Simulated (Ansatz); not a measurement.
Basis-set series for `O[SiH](S)P[SiH3]`. Total charge 0; spin multiplicity 1. Geometry: relaxed with PBE0-D4/def2-TZVP. It is one conformer, not always the lowest.

```
functional       basis  functions  energy (Eh)  HOMO (eV)  LUMO (eV)
   PBE0-D4    def2-SVP        121  -1396.98924      -7.44       0.15
   PBE0-D4  def2-QZVPP        547  -1397.60182      -7.53      -0.45
   ωB97M-V    def2-SVP        121  -1397.44824      -9.47       2.07
   ωB97M-V  def2-QZVPP        547  -1398.06147      -9.60       0.99
```

(1) Give the rows for def2-TZVPP. (Best estimate.)

## Answers

(1) Ansatz gave: 
```
functional       basis  functions  energy (Eh)  HOMO (eV)  LUMO (eV)
   PBE0-D4  def2-TZVPP        297  -1397.55474      -7.51      -0.29
   ωB97M-V  def2-TZVPP        297  -1398.01698      -9.57       1.39
```

Positive LUMOs are unbound and depend on the basis.
